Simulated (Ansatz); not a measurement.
Relative stability

The two ends of one reaction step of GaH5S, closed shell (PBE0-D4/def2-TZVP).

A:

```
7
angstrom
Ga -0.8014 -0.2771 0.2159
S -0.7356 1.6634 -0.8270
H -1.2888 -1.4798 -0.6481
H -0.4229 -0.3122 1.7292
H 1.7780 -0.6717 -0.5767
H 1.7793 -1.2773 -0.1353
H -0.3085 2.3545 0.2420
```

B:

```json
{"atom": "Ga1", "x (Å)": "-0.2685", "y (Å)": "-0.9891", "z (Å)": "0.4678"}
{"atom": "S2", "x (Å)": "-0.2459", "y (Å)": "1.3714", "z (Å)": "-0.6191"}
{"atom": "H3", "x (Å)": "-1.1124", "y (Å)": "-1.6584", "z (Å)": "-0.6805"}
{"atom": "H4", "x (Å)": "-0.9954", "y (Å)": "-0.5245", "z (Å)": "1.7848"}
{"atom": "H5", "x (Å)": "0.6235", "y (Å)": "1.1009", "z (Å)": "-1.6068"}
{"atom": "H6", "x (Å)": "1.2912", "y (Å)": "-1.2129", "z (Å)": "0.4966"}
{"atom": "H7", "x (Å)": "0.7076", "y (Å)": "1.9124", "z (Å)": "0.1573"}
```

Program: Ansatz 0.2.0. Basis: def2-TZVPP. Cores are frozen in the correlated methods. Filled d shells of the heavier atoms are correlated. The def2 sets are not built for correlating such inner shells, so the correlated values are less sure here. B3LYP uses VWN-RPA correlation.

Task: Which structure is lower at CCSD(T), and by how much? (An estimate is asked for; the value comes from the calculation.)

Result: Computed: A, by 9.67 kcal/mol (electronic energy, against the other). By their contacts, A is a complex of GaH₃S ([SH][GaH2]) + H₂ and B is GaH₅S ([SH2][GaH3]).

All methods give the same order:

| method | E(B) − E(A) (kcal/mol) |
| --- | --- |
| SPW92 | 5.52 |
| PBE-D4 | 9.82 |
| BLYP-D4 | 10.87 |
| r2SCAN-D4 | 9.86 |
| B97M-V | 8.07 |
| PBE0-D4 | 9.33 |
| B3LYP-D4 | 10.19 |
| r2SCAN0-D4 | 9.60 |
| BHLYP-D4 | 9.62 |
| CAM-B3LYP-D4 | 8.78 |
| wB97X-V | 9.27 |
| wB97M-V | 9.60 |
| B2PLYP | 10.58 |
| PBE-QIDH | 9.70 |
| RPA on PBE | 9.09 |
| HF | 10.72 |
| MP2 | 11.23 |
| CCSD | 9.35 |
| CCSD(T) | 9.67 |

The T1 diagnostic stays at or below 0.013.

Labels in which every atom is bracketed show which atoms are joined, not bond orders.

For scale, one of the runs: CCSD(T)/def2-TZVPP, 160 basis functions, launched by `ansatz run in.yaml --threads 2 --pin off --events-out ev --progress --plain --max-ram 4352MiB`. Hardware: 2 CPU threads of an Intel Xeon Platinum 8259CL, shared host. Wall time 20 s; peak host memory 1.1 GiB.
